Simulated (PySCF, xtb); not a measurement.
TaF4Br, SMILES [F][Ta]([F])([F])([F])[Br], multiplicity 1.

GFN2-xTB (xtb) at its own geometry gives an orbital gap of 4.72 eV and a dipole moment of 2.97 D.

The structure is a stationary point at PBE-D3(BJ)/def2-SVP. The multiplicity is an assumed one; other spin states were not compared. The def2 effective core potentials stand for the cores of Ta; spin–orbit coupling is left out.

Q: What does PBE/def2-TZVP run with PySCF give? (Estimate from the structure and the level; the computed values follow.)

A: gap 5.08 eV (levels -8.75 and -3.67 eV), dipole 1.75 D.
